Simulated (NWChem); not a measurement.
Species: CH₄AlFO; SMILES [AlH]([F])[O]C

```xyz
8

Al    -0.5696     0.7297     0.0000
H     -1.9969     1.3701     0.0000
F      0.7792     1.7044     0.0000
O     -0.3981    -0.9414     0.0000
C      0.5327    -1.9719     0.0000
H      0.4007    -2.6130    -0.8892
H      1.5759    -1.6072     0.0000
H      0.4007    -2.6130     0.8892
```
Atoms are numbered in this order, from 1.

All runs: NWChem. Structure relaxed at the PBE0/def2-SVP level.

For level PBE0/def2-SVP:

```yaml
highest occupied level (eV): -8.31
orbital gap (eV): 8.06
```

### Question
How do the values read with level RPBE/def2-SVP instead?

### Answer
| Property | Result |
|---|---|
| highest occupied level (eV) | -6.71 |
| orbital gap (eV) | 5.73 |
